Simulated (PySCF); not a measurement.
## Electron correlation in Ga⁻ (gallium, charge -1)

[Ar] 3d10 4s2 4p2, high-spin 3P determinant. Computed with PySCF 2.14 in aug-cc-pVTZ-PP with ECP10MDF, with a scalar-relativistic core potential. Frozen: 3s2 3p6 3d10; 4 electrons correlated.

| level | correlation energy (mhartree) |
| --- | --- |
| CCSD | -59.68 |
| (T) | -2.44 |
| CCSD(T) | -62.12 |
| CCSDT | -62.85 |

Diagnostics: T1 = 0.015, D1 = 0.0338, largest double amplitude 0.074.

Cost of the coupled-cluster step: roughly 2.6 core-seconds, for 4 correlated electrons.

Iterations:

```
CC2 = 0
CCSD nocc = (np.int64(3), np.int64(1)), nmo = (46, 46)
frozen orbitals [[0, 1, 2, 3, 4, 5, 6, 7, 8], [0, 1, 2, 3, 4, 5, 6, 7, 8]]
max_cycle = 100
direct = 0
conv_tol = 1e-08
conv_tol_normt = 1e-06
diis_space = 8
diis_start_cycle = 0
Init t2, MP2 energy = -0.0460995235713099
Init E_corr(UCCSD) = -0.0460995236075729
cycle = 1  E_corr(UCCSD) = -0.0553998119663255  dE = -0.00930028836  norm(t1,t2) = 0.0582062
cycle = 2  E_corr(UCCSD) = -0.0580153907691121  dE = -0.0026155788  norm(t1,t2) = 0.0227306
cycle = 3  E_corr(UCCSD) = -0.0596643452257181  dE = -0.00164895446  norm(t1,t2) = 0.0107391
cycle = 4  E_corr(UCCSD) = -0.0596705032268599  dE = -6.15800114e-06  norm(t1,t2) = 0.00252414
cycle = 5  E_corr(UCCSD) = -0.0596870048340278  dE = -1.65016072e-05  norm(t1,t2) = 0.000700418
cycle = 6  E_corr(UCCSD) = -0.0596796811241855  dE = 7.32370984e-06  norm(t1,t2) = 0.000229502
cycle = 7  E_corr(UCCSD) = -0.0596841376046856  dE = -4.4564805e-06  norm(t1,t2) = 7.44325e-05
cycle = 8  E_corr(UCCSD) = -0.0596828981898143  dE = 1.23941487e-06  norm(t1,t2) = 2.72301e-05
cycle = 9  E_corr(UCCSD) = -0.0596826121833146  dE = 2.860065e-07  norm(t1,t2) = 7.4691e-06
cycle = 10  E_corr(UCCSD) = -0.0596827844290707  dE = -1.72245756e-07  norm(t1,t2) = 1.87806e-06
cycle = 11  E_corr(UCCSD) = -0.0596827923628205  dE = -7.93374979e-09  norm(t1,t2) = 4.90673e-07
UCCSD converged
E(UCCSD) = -258.359416450634  E_corr = -0.05968279236282047
UCCSD(T) correction = -0.00243924173845587
```
